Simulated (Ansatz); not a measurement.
`O[CH2][SnH2][Cl]` and `[SiH3][CH2][SnH2][Cl]` differ in one atom or group.

Ansatz, PBE0-D4/def2-TZVP geometries, multiplicity 1. Each molecule was computed in one conformer, which needn't be the lowest.

Elements past krypton have def2 core potentials.

```csv
property,`O[CH2][SnH2][Cl]`
LUMO energy (PBE/def2-TZVPP) / eV,-1.33
HOMO energy (ωB97M-V/def2-TZVPP) / eV,-10.21
size of the dipole moment (ωB97M-V/def2-TZVPP) / D,3.43
LUMO energy (ωB97M-V/def2-TZVPP) / eV,1.14
HOMO–LUMO gap (ωB97M-V/def2-TZVPP) / eV,11.36
HOMO–LUMO gap (PBE0/def2-TZVPP) / eV,7.53
```

Q: What does the change do to each property? (Best estimate.)

A: The calculation gave: 
| property | `[SiH3][CH2][SnH2][Cl]` | shift |
| --- | --- | --- |
| LUMO energy (PBE/def2-TZVPP) / eV | -1.45 | -0.12 |
| HOMO energy (ωB97M-V/def2-TZVPP) / eV | -10.45 | -0.24 |
| size of the dipole moment (ωB97M-V/def2-TZVPP) / D | 2.91 | -0.52 |
| LUMO energy (ωB97M-V/def2-TZVPP) / eV | 1.01 | -0.13 |
| HOMO–LUMO gap (ωB97M-V/def2-TZVPP) / eV | 11.46 | 0.10 |
| HOMO–LUMO gap (PBE0/def2-TZVPP) / eV | 7.70 | 0.17 |

With PBE0 the HOMO falls by 0.28 eV and the LUMO falls by 0.12 eV, so the gap widens by about 0.16 eV. PBE moves the HOMO by -0.41 eV and ωB97M-V by -0.24 eV. Dipoles are sizes alone; their direction can turn.
